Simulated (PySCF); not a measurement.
Computed shifts of a molecule C2H7AlClN, PBE/pcSseg-1 run with PySCF, GIAO, gas phase, atoms alike by connectivity averaged where their shifts nearly agree, in ppm (number of nuclei): ¹H: 4.87 (1), 3.17 (3), 3.07 (3). ¹⁵N: 97.5 (1). ¹³C: 44.7 (1), 43.6 (1). References: ¹H against TMS (σ = 31.49 ppm); ³⁵Cl against HCl (σ = 936.5 ppm); ¹⁵N against NH3 (σ = 267.0 ppm); ¹³C against TMS (σ = 182.0 ppm), references at their B3LYP-D3(BJ)/def2-TZVP geometries, non-relativistic (without spin–orbit terms, shifts of atoms bonded to Cl or Br come out too high). Geometry: B3LYP-D3(BJ)/def2-SVP. Other conformers were not sampled.

Task: Which molecule gave these data?
A. C[N](C)[AlH][Cl]
B. C[NH][Al]([CH3])[Cl]
C. C[CH2][Al]([NH2])[Cl]

Result: A, C[N](C)[AlH][Cl]
